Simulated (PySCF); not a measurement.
`[BH2][SbH][CH2]C`. Level of theory: PBE0-D3(BJ)/def2-SVP geometry optimisation, gas phase, def2 core potentials past Kr in PySCF 2.14.0.

```
atom  x, y, z in Å
B1     2.6841   -0.0659   -0.1324
Sb2    0.8999    0.6894    0.9141
C3    -0.6456    0.0830   -0.5158
C4    -2.0471    0.1923    0.0570
H5     2.7958    0.0960   -1.3254
H6     3.6133   -0.5162    0.4926
H7     0.7256   -0.6446    1.9752
H8    -0.4223   -0.9408   -0.8472
H9    -0.5103    0.7459   -1.3845
H10   -2.2809    1.2193    0.3789
H11   -2.8042   -0.0995   -0.6900
H12   -2.1839   -0.4644    0.9308
```

Q: Which two atoms are farthest apart?

A: H6···H11, 6.54 Å; the next longest distance is 6.15 Å.

Q: How far are the heavy atoms from their best plane (unweighted least squares)?

A: 0.089 Å rms; B1 0.07, Sb2 0.05, C3 0.12, C4 0.10 Å (magnitudes).

Q: Work out the bond lengths B1–Sb2, B1–H5, B1–H6, Sb2–C3, C3–C4, C3–H9, C4–H11 in Å.

A: For B1–Sb2 the difference vector is (-1.7842, 0.7553, 1.0465) Å, of length 2.2020 Å. B1–Sb2 2.202; B1–H5 1.209; B1–H6 1.207; Sb2–C3 2.191; C3–C4 1.518; C3–H9 1.101; C4–H11 1.103 Å.

Q: Where is the centre of mass (commonest isotopes), and what is the radius of gyration?

A: Mass 163.976 u; centre at (0.640, 0.520, 0.629) Å; Rg = √(Σ m r²/M) = 1.289 Å. As Ia + Ib + Ic = 2 Σ m r², the three principal moments sum to 545.2 u·Å².

Q: What are the angles H5–B1–H6, B1–Sb2–H7, Sb2–C3–H9, H8–C3–H9?

A: From the scalar product of the two bond vectors; for H5–B1–H6 it is -0.7147 Å² over 1.2091 × 1.2070 Å², cos θ = -0.4898. H5–B1–H6 119.3°; B1–Sb2–H7 96.3°; Sb2–C3–H9 105.2°; H8–C3–H9 107.3°.

No frequency check. One conformer, not necessarily the lowest.
